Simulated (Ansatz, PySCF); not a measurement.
Gas-phase reaction 4 R1 + R2 → 4 P1 + P2, each structure at its B3LYP-D3(BJ)/def2-TZVP stationary point, reached from a drawn start (curvature not checked).
P1, HCl (SMILES Cl) (charge 0, multiplicity 1):
```xyz
2

Cl     0.00000     0.00000     0.64101
H      0.00000     0.00000    -0.64101
```
R1, HF (SMILES F) (charge 0, multiplicity 1):
```xyz
2

F      0.000     0.000     0.462
H      0.000     0.000    -0.462
```
R2, SiCl4 (SMILES Cl[Si](Cl)(Cl)Cl) (charge 0, multiplicity 1, Z-matrix in Å and degrees):
```
Si
Cl 1 2.0325
Cl 1 2.0325 2 109.47
Cl 1 2.0325 2 109.47 3 -120.00
Cl 1 2.0325 2 109.47 3 120.00
```
P2, SiF4 (SMILES F[Si](F)(F)F) (charge 0, multiplicity 1, Z-matrix in Å and degrees):
```
Si
F 1 1.5673
F 1 1.5673 2 109.47
F 1 1.5673 2 109.47 3 -120.00
F 1 1.5673 2 109.47 3 120.00
```

P less R. No zero-point or thermal terms.

Cores are frozen in the correlated methods.

Codes used: Ansatz (a program for electronic structure); PySCF for the D3/D4 terms. All values are computed, each at the level named.

```csv
level,reaction energy (kJ/mol)
BLYP-D3(BJ)/def2-TZVPP,-200.7
BLYP-D4/def2-TZVPP,-202.5
revPBE/def2-TZVPP,-185.3
revPBE-D3(BJ)/def2-TZVPP,-155.0
PBE0-D3(BJ)/def2-TZVPP,-177.4
CAM-B3LYP-D4/def2-TZVPP,-235.4
B2PLYP-D4/def2-TZVPP,?
SCS-MP2/cc-pV(T+d)Z,?
CCSD(T)/cc-pV(Q+d)Z,?
```

Question: What belongs in the gaps?

Answer: 
- B2PLYP-D4/def2-TZVPP, reaction energy (kJ/mol): -217.3
- SCS-MP2/cc-pV(T+d)Z, reaction energy (kJ/mol): -236.6
- CCSD(T)/cc-pV(Q+d)Z, reaction energy (kJ/mol): -226.8
